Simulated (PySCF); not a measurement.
Structure and specific rotation at 589.3 nm (origin-invariant length gauge)

Level of theory: TDDFT PBE0/def2-SVPD circular dichroism and optical rotation, one conformer, gas phase in PySCF 2.14.0. Geometry: GFN2-xTB.

Each molecule in one low-energy conformer. The parent is CC[Si@@H]1OC[C@H]1CF.

The molecule is flexible and this is one conformer; a measurement averages over conformers.

Question: How does the specific rotation at 589.3 nm (origin-invariant length gauge) change along this series?
- CC[Si@@H]1OC[C@H]1CF (base)
- CC[Si@@H]1OC[C@@H]1CF (diastereomer)

Answer: 
| molecule | [α]589 (deg dm⁻¹ (g/mL)⁻¹) | S1 (eV) | R(S1), velocity form (10⁻⁴⁰ esu² cm²) |
| --- | --- | --- | --- |
| CC[Si@@H]1OC[C@H]1CF | +20.2 | 6.37 | -1.8 |
| CC[Si@@H]1OC[C@@H]1CF | +121.7 | 6.34 | +19.3 |

The specific rotation at 589.3 nm (origin-invariant length gauge) is lowest for CC[Si@@H]1OC[C@H]1CF and highest for CC[Si@@H]1OC[C@@H]1CF.
